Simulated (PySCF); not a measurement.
## Stretching BiS

Set-up: PySCF, scalar-relativistic core potentials, basis sets Bi def2-TZVPP with ECP60, S def2-TZVPP. Energies in eV from Bi + S in their ground configurations at the same level. State: ²Π (doublet), unpaired electrons π ↑.

```tsv
R (Å)	PBE0	B97-3
1.976	-1.535	-1.670
2.068	-2.475	-2.647
2.160	-2.983	-3.189
2.229	-3.156	-3.386
2.298	-3.199	-3.449
2.367	-3.143	-3.411
2.459	-2.965	-3.246
2.574	-2.674	-2.932
2.712	-2.302	-2.527
2.896	-1.819	-2.019
```

Question: Put a parabola through the three lowest points of the PBE0 curve and estimate Re, k and ωe (reduced mass 27.73 u; 1 eV/Å² = 0.16022 mdyn/Å; ωe = 1302.8·√(k/μ) cm⁻¹).

Answer: Through R = 2.229, 2.298, 2.367 Å the second-order coefficient is 10.4 eV/Å², so Re ≈ 2.293 Å, k ≈ 3.33 mdyn/Å and ωe ≈ 452 cm⁻¹. A polynomial fit of higher order to the unrounded PBE0 energies gives Re = 2.289 Å, k = 3.45 mdyn/Å, ωe = 459 cm⁻¹; anharmonicity and rounding make the difference.

The higher-order fit for each curve: PBE0: Re = 2.289 Å, ωe = 459 cm⁻¹, De = 3.20 eV; B97-3: Re = 2.303 Å, ωe = 453 cm⁻¹, De = 3.45 eV.

⟨S²⟩ of the unrestricted solution departs from its pure value on part of the curve, where spin states mix. These are scalar-relativistic numbers at best; spin–orbit coupling would shift them, the dissociation energy most. The state was picked by a PBE0 search and need not be the measured ground state.
